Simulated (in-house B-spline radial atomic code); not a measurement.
Checks on a self-consistent run for Br8+, [Ne] 3p6 3d10 4s1. Method: Dirac-Hartree-Fock, average of configuration, Fermi nucleus of rms radius 4.1629 fm. Calculated with an all-electron radial atomic-structure program (B-spline basis).

| orbital | q | ε (Eh) | <1/r> | <r²> | small-component weight |
| --- | --- | --- | --- | --- | --- |
| 1s1/2 | 2 | -505.20982 | 35.6664 | 0.00245855 | 0.016113 |
| 2s1/2 | 2 | -73.36580 | 7.97745 | 0.0421129 | 0.0032007 |
| 2p1/2 | 2 | -66.57855 | 7.92566 | 0.0324426 | 0.00318 |
| 2p3/2 | 4 | -64.81076 | 7.66932 | 0.0338589 | 0.0031069 |
| 3p1/2 | 2 | -13.35282 | 2.55409 | 0.340239 | 0.00075255 |
| 3p3/2 | 4 | -13.07195 | 2.49548 | 0.351387 | 0.0007346 |
| 3d3/2 | 4 | -9.00906 | 2.28712 | 0.353071 | 0.00063345 |
| 3d5/2 | 6 | -8.96178 | 2.27206 | 0.356945 | 0.00062822 |
| 4s1/2 | 1 | -5.24528 | 1.02851 | 1.95093 | 0.00020263 |

Electron-electron repulsion V_ee = 844.0417 hartree.

(1) What total energy follows from the eigenvalues?

(2) Does the Dirac virial theorem hold?

(3) What diamagnetic shielding (Lamb formula) and susceptibility (Langevin formula) do the radii give?

Results:

(1) The eigenvalues count the repulsion twice, so E = Σqε - V_ee = -1723.597 - 844.042 = -2567.639 hartree; the run printed -2567.639.

(2) For a point nucleus E = -2c²Σq·w, with w the small-component weight. Here Σq·w = 0.068364 and c = 137.0360, so the ratio E/(-2c²Σq·w) is 1.000015; the finite nucleus accounts for the departure from 1.

(3) σ = (α²/3)Σq<1/r> = 172.716/(3·137.036²) = 3065.8 ppm, and χ = -0.79199×10⁻⁶·Σq<r²> = -6.241×10⁻⁶ cm³/mol with Σq<r²> = 7.8804 bohr². Both are non-relativistic formulas without the paramagnetism of open shells.
